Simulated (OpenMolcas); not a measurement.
Ag7+: from CASSCF to CASPT2

| Property | Result |
| --- | --- |
| Program | OpenMolcas 26.06 |
| Basis | ANO-RCC-VQZP [8s7p5d3f2g1h] |
| Scalar Hamiltonian | DKH2, point nucleus |
| Active space | 4 electrons in 5 orbitals (4d) |
| State averaging | 2S+1 = 5 even, 5 roots; 2S+1 = 3 even, 45 roots; 2S+1 = 1 even, 50 roots |
| Spin-orbit coupling | RASSI with atomic mean-field integrals over the reference wave functions, term energies averaged over their components |

Methods on the same reference wave functions:
A. CASSCF
B. SS-CASPT2, IPEA 0.25 Eh, imaginary shift 0.1 Eh (closed shells correlated: 4s 4p)
C. MS-CASPT2, IPEA 0.25 Eh, imaginary shift 0.1 Eh (closed shells correlated: 4s 4p)

Energies in eV above 4d4 5D0, the measured ground level; measured values from Atoms 5, 11 (2017), spectra Ag VII to Ag IX.

| Level | A | B | C | Measured |
| --- | --- | --- | --- | --- |
| 4d4 5D0 | 0.0000 | 0.0000 | 0.0000 | 0.0000 |
| 4d4 5D1 | 0.1354 | 0.1489 | 0.1488 | 0.1661 |
| 4d4 5D2 | 0.3445 | 0.366 | 0.366 | 0.3982 |
| 4d4 5D3 | 0.5899 | 0.611 | 0.611 | 0.6561 |
| 4d4 5D4 | 0.8545 | 0.869 | 0.869 | 0.9228 |
| 4d4 3P0(1) | 3.1383 | 2.704 | 2.705 | 2.6420 |
| 4d4 3H4 [70 %] | 3.2745 | 2.992 | 2.992 | 2.8891 |
| 4d4 3H5 | 3.5799 | 3.331 | 3.331 | 3.2546 |
| 4d4 3P1(1) | 3.7372 | 3.316 | 3.316 | 3.2888 |
| 4d4 3H6 | 3.7976 | 3.563 | 3.563 | 3.4945 |
| 4d4 3F2(1) | 3.9623 | 3.542 | 3.546 | 3.4779 |
| 4d4 3F4(1) [55 %] | 4.0801 | 3.717 | 3.716 |  |
| 4d4 3P2(1) | 4.4848 | 4.025 | 4.023 | 3.9841 |
| 4d4 3G4 [61 %] | 4.5915 | 4.158 | 4.155 | 4.0540 |
| 4d4 3G5 | 4.8037 | 4.414 | 4.414 | 4.3490 |
| 4d4 1I6 | 5.3797 | 5.040 | 5.040 | 4.9276 |
| 4d4 3D3 | 5.4085 | 4.725 | 4.725 | 4.5724 |
| 4d4 3D2 [71 %] | 5.5074 | 4.866 | 4.866 | 4.7612 |
| 4d4 3D1 | 5.6515 | 4.979 | 4.979 | 4.8591 |
| 4d4 1G4(1) [74 %] | 5.9383 | 5.431 | 5.428 | 5.3442 |
| 4d4 1S0(1) | 6.5471 | 5.710 | 5.709 |  |
| 4d4 1D2(1) | 6.8330 | 6.190 | 6.190 |  |
| 4d4 1F3 | 7.4908 | 6.657 | 6.657 | 6.4477 |
| 4d4 3P2(2) | 8.5557 | 7.570 | 7.572 |  |

Deviations, from unrounded energies. A percentage is the sum of absolute deviations over the sum of measured energies, with the sign that they share, or ± where signs differ.

```tsv
Against measurement	Levels	A	B	C
mean absolute deviation (cm-1)	19	3700	660	650
fine structure of the ground term (%)	4	-10.2	-6.9	-7.0
other terms of the ground configuration (%)	15	+13.5	+2.2	+2.2
```

B, C lie about equally close to measurement and A furthest from it. The largest miss of C in the table is 4d4 1F3, by +1700 cm-1. The ranking rests on the paired levels alone, and a cruder setting can come out closer through cancelling errors.

Between B and C the level of the table that moves most is 4d4 3F2(1), by 27 cm-1 (lowest in B, highest in C). Moves below CASPT2's spread within the term are not significant.

The two smallest mean deviations differ by little beside CASPT2's spread within terms, so their order carries little weight.

From A to B the spin-free energies of the other terms of 4d4 shown, above 5D, scale by factors of 0.84 to 0.92, as is usual when dynamic correlation screens the repulsion within a d or f shell.

The lowest spin-free term lies below A's lowest term by 0.342 hartree in B, 0.342 hartree in C.

CASPT2 does not keep the components of a term degenerate, so their means are used; among the terms shown or strongly mixed into the levels shown the widest spread is 1000 cm-1 (4d4 1I, C). Without dynamic correlation excited terms often stand tens of per cent too high (terms of higher spin than the ground term too low), and those without a measured partner can miss by more than the paired ones (holds for A). Some levels mix across a computed gap that differs much from the measured one, so their mixing is not that of the real levels (holds for A). The CASPT2 spread within a term exceeds the gap to the next term for 4d4 3D and 4d4 1I, 4d4 1I and 4d4 1G(1), so the order of their levels is uncertain (holds for C). Measured partners are found by configuration, term and J. A level has none where our copy of the source lacks it or the pairing is in doubt (some pairs that miss far off the trend of their configuration count as doubtful), and it then counts in no deviation. Only configurations of the active space appear. The table leaves out levels that lie high or whose names do not pair safely across all columns.

A share in square brackets marks a mixed level and gives the weight of the term that names it, the lowest over the columns. A number in round brackets counts repeated terms of one configuration in the order of the reference energies.
